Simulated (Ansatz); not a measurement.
Harmonic frequencies (cm⁻¹) at PBE0-D4/def2-TZVP from Ansatz: 394, 723, 1241.

(1) Which molecule is it?
A. `[C-]#[N+][N+]#[C-]`
B. `O=S=S`
C. `[Si]Br`•
D. `[O]I`•

## Answers

(1) B.
